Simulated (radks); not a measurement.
Species: Nd4+. Configuration: [Xe] 4f2.

All-electron calculation, Dirac Kohn-Sham, PW91, spin-unpolarised, spherical densities, finite nucleus; open shells fill j = l - 1/2 first; Fermi nuclear charge, rms radius 4.9123 fm. Program: a radial shooting solver on a logarithmic mesh with Libxc functionals.

Energy parts (eV):
total: -261981.63
kinetic: 282519.27
electron-nucleus: -637246.75
Hartree: 98801.24
exchange-correlation: -6055.40

Orbitals (lengths in bohr, moments of r in powers of bohr; r(90%) holds 90 % of the orbital's charge):
orbital  occ.  eigenvalue (eV)      <r>  r(90%)   <1/r>
1s1/2       2        -43412.08  0.02363  0.0426   66.05
2s1/2       2        -7062.267   0.1005   0.156   15.63
2p1/2       2        -6684.618  0.08422   0.139   15.62
2p3/2       4        -6164.492  0.09063   0.147   14.03
3s1/2       2        -1574.494   0.2660   0.391   5.663
3p1/2       2        -1413.118   0.2557   0.384   5.577
3p3/2       4        -1309.333   0.2681   0.402   5.181
3d3/2       4        -1027.979   0.2395   0.375   5.050
3d5/2       6        -1005.559   0.2434   0.380   4.950
4s1/2       2        -354.4938   0.6048   0.868   2.364
4p1/2       2        -293.4027   0.6203   0.902   2.261
4p3/2       4        -270.5647   0.6478   0.941   2.130
4d3/2       4        -169.8869   0.6922    1.04   1.918
4d5/2       6        -165.7960   0.7017    1.05   1.886
5s1/2       2         -83.0142    1.398    1.99  0.9554
5p1/2       2         -65.2261    1.532    2.20  0.8625
5p3/2       4         -61.4508    1.600    2.30  0.8191
4f5/2       2         -50.0702   0.8970    1.49   1.416
4f7/2       0         -49.5544   0.9041    1.50   1.405

The highest occupied level is 4f5/2 at -50.070 eV. The electron density at the nucleus is 4.537e+05 e/bohr^3. Summed over all electrons, <r^2> = 33.83 bohr^2, which gives a Langevin (diamagnetic) susceptibility term of -26.8 x 10^-6 cm^3/mol.
